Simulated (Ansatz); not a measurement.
Frontier orbitals of CH$_{4}$MoO$_{2}$S$_{2}$ (`C[O][Mo]([OH])(=[S])=[S]`).

Cartesian coordinates in Å:
```
C 1.7431 -0.7323 0.1275
O 0.3412 -0.6681 0.0749
Mo -0.9977 0.5787 0.0559
O -2.2524 0.1651 -1.2589
S -1.9103 0.6494 1.9521
S -0.1195 2.4445 -0.3567
H 2.0622 -0.8747 1.1634
H 2.0740 -1.5835 -0.4719
H 2.1819 0.1892 -0.2661
H -3.1224 -0.1684 -1.0201
```

Total charge 0; spin multiplicity 1. Correlated methods include outer-core shells of Mo, which these sets cover unevenly. Mo takes the def2 core potential. Geometry: relaxed with PBE0-D4/def2-TZVP. It is one conformer, not always the lowest. Basis def2-TZVPP, Ansatz 0.2.0.

```tsv
functional	HOMO (eV)	LUMO (eV)	gap (eV)
PBE	-6.01	-3.50	2.51
revPBE	-5.95	-3.44	2.51
PBE0	-7.12	-2.89	4.23
r2SCANh	-6.69	-3.27	3.42
r2SCAN0	-7.30	-2.90	4.40
LC-ωPBE	-9.55	-0.92	8.63
ωB97X-V	-9.23	-0.93	8.30
ωB97M-V	-9.08	-0.92	8.16
```

From PBE to PBE0 the HOMO moves by −1.11 eV and the LUMO by +0.61 eV, and with ωB97M-V by −3.07 and +2.58 eV, so the gap grows from 2.51 to 8.16 eV with exact exchange.

LC-ωPBE has ω = 0.4 bohr⁻¹.
